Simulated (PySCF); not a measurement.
PySCF input (PW6B95/def2-TZVPD):

```python
from pyscf import gto, scf, dft

mol = gto.M(
    atom='''
    Ca   -0.21082395    0.26719848    0.34195618
    F     0.02685121    1.03586140   -1.54920287
    F     0.44164646   -1.62963580    0.78930026
    ''',
    basis='def2-tzvpd',
    charge=-1,
    spin=1,
    verbose=4,
)

mf = dft.UKS(mol, xc='pw6b95').density_fit(auxbasis='def2-universal-jkfit')
mf.grids.level = 3
mf.conv_tol = 1e-9
mf.max_cycle = 100
mf.max_memory = 1500
mf.kernel()
if not mf.converged:
    mf = mf.newton()
    mf.kernel(mf.make_rdm1())
for _ in range(2):
    mo, _, stable, _ = mf.stability(return_status=True)
    if stable:
        break
    mf.kernel(mf.make_rdm1(mo, mf.mo_occ))
mf.analyze()
```

Output:

```
PySCF version 2.14.0

[INPUT] verbose = 4
[INPUT] num. atoms = 3
[INPUT] num. electrons = 39
[INPUT] charge = -1
[INPUT] spin (= nelec alpha-beta = 2S) = 1
[INPUT] symmetry False subgroup None
[INPUT] Mole.unit = angstrom
[INPUT] Symbol           X                Y                Z      unit          X                Y                Z       unit  Magmom
[INPUT]  1 Ca    -0.210823950000   0.267198480000   0.341956180000 AA   -0.398399525999   0.504931948100   0.646203526802 Bohr   0.0
[INPUT]  2 F      0.026851210000   1.035861400000  -1.549202870000 AA    0.050741433013   1.957494349009  -2.927569135690 Bohr   0.0
[INPUT]  3 F      0.441646460000  -1.629635800000   0.789300260000 AA    0.834590853284  -3.079565344786   1.491561321448 Bohr   0.0

nuclear repulsion = 104.700157153909
number of shells = 42
number of NR pGTOs = 183
number of NR cGTOs = 116
basis = def2-tzvpd
ecp = {}

******** <class 'pyscf.df.df_jk.DFUKS'> ********
method = DFUKS
initial guess = minao
damping factor = 0
level_shift factor = 0
DIIS = <class 'pyscf.scf.diis.CDIIS'>
diis_start_cycle = 1
diis_space = 8
diis_damp = 0
SCF conv_tol = 1e-09
SCF conv_tol_grad = None
SCF max_cycles = 100
direct_scf = False
number electrons alpha = 20  beta = 19
XC library pyscf.dft.libxc version 7.1.2
    S. Lehtola, C. Steigemann, M. J. T. Oliveira, and M. A. L. Marques,  SoftwareX 7, 1–5 (2018)
XC functionals = pw6b95
    Y. Zhao and D. G. Truhlar,  J. Phys. Chem. A 109, 5656 (2005)
radial grids:
    Treutler-Ahlrichs [JCP 102, 346 (1995); DOI:10.1063/1.469408] (M4) radial grids

becke partition: Becke, JCP 88, 2547 (1988); DOI:10.1063/1.454033
pruning grids: <function nwchem_prune>
grids dens level: 3
symmetrized grids: False
atomic radii adjust function: <function treutler_atomic_radii_adjust>
small_rho_cutoff = 0
Set gradient conv threshold to 3.16228e-05
tot grids = 48952
******** <class 'pyscf.df.df.DF'> ********
auxbasis = def2-universal-jkfit
init E= -877.831140597125
  alpha nocc = 20  HOMO = -0.130787322281925  LUMO = -0.0293700333693965
  beta  nocc = 19  HOMO = -0.546874233898886  LUMO = -0.130787322281932

WARN: HOMO -0.130787322281925 >= LUMO -0.130787322281932

cycle= 1 E= -877.964865538046  delta_E= -0.134  |g|= 0.803  |ddm|= 1.13
  alpha nocc = 20  HOMO = 0.0786071107122463  LUMO = 0.161176865895809
[...]
  beta  nocc = 19  HOMO = -0.174446505544769  LUMO = 0.1036663205476
  HOMO = 0.022671544825  LUMO = 0.103666320548  gap/eV = 2.20398
Extra cycle  E= -878.214920839983  delta_E= -3.04e-11  |g|= 1.31e-06  |ddm|= 3.12e-05
converged SCF energy = -878.214920839983  <S^2> = 0.75007762  2S+1 = 2.0000776
uhf_internal: lowest eigs of H = [0.11299346 0.13601828 0.1473962 ]
<class 'pyscf.df.df_jk.DFUKS'> wavefunction is stable in the internal stability analysis
**** SCF Summaries ****
Total Energy =                        -878.214920839983279
Nuclear Repulsion Energy =             104.700157153909146
One-electron Energy =                -1425.853031753453479
Two-electron Energy =                  442.937953759561083
Two-electron Coulomb Energy =          500.999770438684891
DFT Exchange-Correlation Energy =      -58.061816679123780
HOMO-LUMO gap [eV] =                     2.203980107792114
**** MO energy ****
                             alpha | beta                alpha | beta
MO #1   energy= -145.645714950081  | -145.645232595168  occ= 1 | 1
MO #2   energy= -24.5845674064826  | -24.584475798059   occ= 1 | 1
MO #3   energy= -24.5845436036199  | -24.5844501679481  occ= 1 | 1
MO #4   energy= -15.3395830392685  | -15.338905452362   occ= 1 | 1
MO #5   energy= -12.4414132413889  | -12.4410461769661  occ= 1 | 1
MO #6   energy= -12.440684340871   | -12.4399750147458  occ= 1 | 1
MO #7   energy= -12.4389921653495  | -12.4385320741598  occ= 1 | 1
MO #8   energy= -1.62316661099602  | -1.62081501175888  occ= 1 | 1
MO #9   energy= -0.950454046979389 | -0.949532448753779 occ= 1 | 1
MO #10  energy= -0.932223407040526 | -0.931385907830255 occ= 1 | 1
MO #11  energy= -0.892097031899409 | -0.89061118003982  occ= 1 | 1
MO #12  energy= -0.867305029997956 | -0.865768622566161 occ= 1 | 1
MO #13  energy= -0.842325409085049 | -0.840578873458595 occ= 1 | 1
MO #14  energy= -0.19597417169925  | -0.195399341755957 occ= 1 | 1
MO #15  energy= -0.187178513198037 | -0.186708776363431 occ= 1 | 1
MO #16  energy= -0.182068209622046 | -0.18198623246927  occ= 1 | 1
MO #17  energy= -0.181236018369213 | -0.181195841467776 occ= 1 | 1
MO #18  energy= -0.179689239491082 | -0.179589559020933 occ= 1 | 1
MO #19  energy= -0.174716402495802 | -0.174446505544769 occ= 1 | 1
MO #20  energy= 0.0226715448249593 | 0.1036663205476    occ= 1 | 0
MO #21  energy= 0.106228423824132  | 0.140073075158767  occ= 0 | 0
MO #22  energy= 0.12807295147319   | 0.148374548331441  occ= 0 | 0
MO #23  energy= 0.130811236115272  | 0.153417781768279  occ= 0 | 0
MO #24  energy= 0.178543170472069  | 0.191751120544483  occ= 0 | 0
MO #25  energy= 0.192756581004823  | 0.210036975835876  occ= 0 | 0
MO #26  energy= 0.194834193263153  | 0.213611805583254  occ= 0 | 0
MO #27  energy= 0.200555727851906  | 0.223372323386381  occ= 0 | 0
MO #28  energy= 0.226024601481527  | 0.232284182721787  occ= 0 | 0
MO #29  energy= 0.239098425241614  | 0.251055838448556  occ= 0 | 0
MO #30  energy= 0.256077445553223  | 0.269125315863824  occ= 0 | 0
MO #31  energy= 0.25983060034828   | 0.269267793557093  occ= 0 | 0
MO #32  energy= 0.271033419005395  | 0.276841201130748  occ= 0 | 0
MO #33  energy= 0.273244716904828  | 0.279841781816885  occ= 0 | 0
MO #34  energy= 0.292951279588587  | 0.29824682449373   occ= 0 | 0
MO #35  energy= 0.296007803143816  | 0.298886125883309  occ= 0 | 0
MO #36  energy= 0.304559324944753  | 0.308887356833057  occ= 0 | 0
MO #37  energy= 0.32654055651762   | 0.341083578810602  occ= 0 | 0
MO #38  energy= 0.373673681622534  | 0.379128389828015  occ= 0 | 0
MO #39  energy= 0.375486526741967  | 0.391703613415536  occ= 0 | 0
MO #40  energy= 0.382779913655419  | 0.401047535621629  occ= 0 | 0
MO #41  energy= 0.389540256023259  | 0.41275386440324   occ= 0 | 0
MO #42  energy= 0.395049211692438  | 0.413351334723081  occ= 0 | 0
MO #43  energy= 0.428098490686782  | 0.464829068219297  occ= 0 | 0
MO #44  energy= 0.508174410155307  | 0.517633880787806  occ= 0 | 0
MO #45  energy= 0.513924381914435  | 0.518206235388614  occ= 0 | 0
MO #46  energy= 0.680330569360925  | 0.687599782200874  occ= 0 | 0
MO #47  energy= 0.691748929269147  | 0.696748726143243  occ= 0 | 0
MO #48  energy= 0.704283982926409  | 0.705872262352201  occ= 0 | 0
MO #49  energy= 0.712946113376138  | 0.717714091774789  occ= 0 | 0
MO #50  energy= 0.784943530672334  | 0.788039334773674  occ= 0 | 0
MO #51  energy= 0.797579146931665  | 0.801961238361494  occ= 0 | 0
MO #52  energy= 0.804262208289812  | 0.807734898560344  occ= 0 | 0
MO #53  energy= 0.823775046275709  | 0.827622826564049  occ= 0 | 0
MO #54  energy= 0.834098802777965  | 0.837347118974581  occ= 0 | 0
MO #55  energy= 0.877822517136275  | 0.880368166458598  occ= 0 | 0
MO #56  energy= 0.926605192931106  | 0.929183913373368  occ= 0 | 0
MO #57  energy= 0.9386831810667    | 0.940123985577437  occ= 0 | 0
MO #58  energy= 0.941528706646589  | 0.943680966458081  occ= 0 | 0
MO #59  energy= 1.00182130964439   | 1.00910970348543   occ= 0 | 0
MO #60  energy= 1.04685257829118   | 1.05437857606782   occ= 0 | 0
MO #61  energy= 1.07339193421202   | 1.08369231904621   occ= 0 | 0
MO #62  energy= 1.12218697683245   | 1.13335580073297   occ= 0 | 0
MO #63  energy= 1.21223809338568   | 1.22756554050186   occ= 0 | 0
MO #64  energy= 1.28827304430924   | 1.29018444081002   occ= 0 | 0
MO #65  energy= 1.29649887599766   | 1.29762094272741   occ= 0 | 0
MO #66  energy= 1.51449277129201   | 1.52145718385729   occ= 0 | 0
MO #67  energy= 1.59362512127578   | 1.60067328192073   occ= 0 | 0
MO #68  energy= 1.60173916633632   | 1.60867039039376   occ= 0 | 0
MO #69  energy= 1.66908792850556   | 1.67335517432894   occ= 0 | 0
MO #70  energy= 1.74537780967211   | 1.75084924053261   occ= 0 | 0
MO #71  energy= 1.8577064279886    | 1.86057013548776   occ= 0 | 0
MO #72  energy= 2.0155338585428    | 2.019713475206     occ= 0 | 0
MO #73  energy= 2.49538730990544   | 2.49600835144097   occ= 0 | 0
MO #74  energy= 2.49911026645548   | 2.49966324593509   occ= 0 | 0
MO #75  energy= 2.50634536507798   | 2.50647607536984   occ= 0 | 0
MO #76  energy= 2.51337708464794   | 2.51416471595907   occ= 0 | 0
MO #77  energy= 2.54881167973297   | 2.54943200944868   occ= 0 | 0
MO #78  energy= 2.5499322771404    | 2.55094958131284   occ= 0 | 0
MO #79  energy= 2.55508773316239   | 2.5559531442495    occ= 0 | 0
MO #80  energy= 2.57207051213293   | 2.57260217523596   occ= 0 | 0
MO #81  energy= 2.63442112875968   | 2.63575498561833   occ= 0 | 0
MO #82  energy= 2.76062256301233   | 2.76172443250919   occ= 0 | 0
MO #83  energy= 3.56290886085372   | 3.56346837206948   occ= 0 | 0
MO #84  energy= 3.58151847351431   | 3.58201778442365   occ= 0 | 0
MO #85  energy= 3.58680235267978   | 3.58729654265404   occ= 0 | 0
MO #86  energy= 3.6196374685539    | 3.6209199785382    occ= 0 | 0
MO #87  energy= 3.77043673736495   | 3.77199955150876   occ= 0 | 0
MO #88  energy= 3.83051093255069   | 3.83163808543975   occ= 0 | 0
MO #89  energy= 4.28799979857664   | 4.28833598516905   occ= 0 | 0
MO #90  energy= 4.29192404516871   | 4.29242777477638   occ= 0 | 0
MO #91  energy= 7.13549652801152   | 7.13551816650434   occ= 0 | 0
MO #92  energy= 7.13576406455018   | 7.13579276087323   occ= 0 | 0
MO #93  energy= 7.13589117708137   | 7.13589828327333   occ= 0 | 0
MO #94  energy= 7.1370871081914    | 7.13709839152042   occ= 0 | 0
MO #95  energy= 7.13739273435105   | 7.13746119438527   occ= 0 | 0
MO #96  energy= 7.14156559481463   | 7.14159766705974   occ= 0 | 0
MO #97  energy= 7.14454721003665   | 7.1444687897269    occ= 0 | 0
MO #98  energy= 7.14467102647764   | 7.14459010393763   occ= 0 | 0
MO #99  energy= 7.14470674063355   | 7.14462772580684   occ= 0 | 0
MO #100 energy= 7.14475657876882   | 7.14467991877226   occ= 0 | 0
MO #101 energy= 7.14786022518792   | 7.14794892068314   occ= 0 | 0
MO #102 energy= 7.15547292435331   | 7.15554898933507   occ= 0 | 0
MO #103 energy= 7.19489470403993   | 7.19510512533625   occ= 0 | 0
MO #104 energy= 7.23514627193354   | 7.23531573592114   occ= 0 | 0
[...]
```
